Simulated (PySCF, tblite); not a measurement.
Isomers of C7H16N2Si. Method: GFN2-xTB as coded in tblite; computed harmonic values from a numerical Hessian at the method's own geometry, unscaled. Against measured fundamentals such values can be off by several per cent, at times by over 20. Modes of hydrogen on silicon can be 10 to 20 % off. One conformer each.

Electronic energies: PBE0-D3(BJ)/def2-SVP at its own geometries (PySCF, gas phase).

```tsv
SMILES	electronic energy, lowest = 0 (kJ/mol)
CC(C)C1=NN([SiH3])C[C@@H]1C	176.8
C1CCC([SiH]2NCCN2)C1	0.0
C1CCN([C@H]2CCN[SiH2]2)C1	106.3
```

How do GFN2-xTB zero-point energies change the relative energies?

```
                     SMILES  ZPE (kJ/mol)  of it from modes above 1550 cm⁻¹  electronic (kJ/mol)  with ZPE, lowest = 0 (kJ/mol)  lowest mode (cm⁻¹)  rings
       C1CCC([SiH]2NCCN2)C1         592.9                             284.6                  0.0                            0.0                  30      2
  C1CCN([C@H]2CCN[SiH2]2)C1         583.2                             274.8                106.3                           96.6                  30      2
CC(C)C1=NN([SiH3])C[C@@H]1C         567.7                             283.8                176.8                          151.5                  25      1
```

The zero-point energies span 25.2 kJ/mol, from `CC(C)C1=NN([SiH3])C[C@@H]1C` to `C1CCC([SiH]2NCCN2)C1`. The order is unchanged.

And how do the electronic energies of GFN2-xTB itself compare?

`C1CCC([SiH]2NCCN2)C1` 0.0; `C1CCN([C@H]2CCN[SiH2]2)C1` 47.0; `CC(C)C1=NN([SiH3])C[C@@H]1C` 63.2 kJ/mol, lowest = 0. Against the energies above, taken from the same isomer `C1CCC([SiH]2NCCN2)C1`, the largest difference is 113.6 kJ/mol. The two levels were optimised apart and needn't hold the same conformer.

What do entropy and thermal enthalpy add at 298.15 K and 1 bar (rigid rotor, harmonic oscillator, one conformer each)?

| SMILES | point group | symmetry number | S (J/(mol K)) | H − H(0) (kJ/mol) | ZPE + H − H(0) − TS (kJ/mol) |
| --- | --- | --- | --- | --- | --- |
| C1CCC([SiH]2NCCN2)C1 | C1 | 1 | 448.0 | 32.24 | 491.6 |
| C1CCN([C@H]2CCN[SiH2]2)C1 | C1 | 1 | 435.5 | 31.40 | 484.8 |
| CC(C)C1=NN([SiH3])C[C@@H]1C | C1 | 1 | 484.2 | 37.05 | 460.4 |
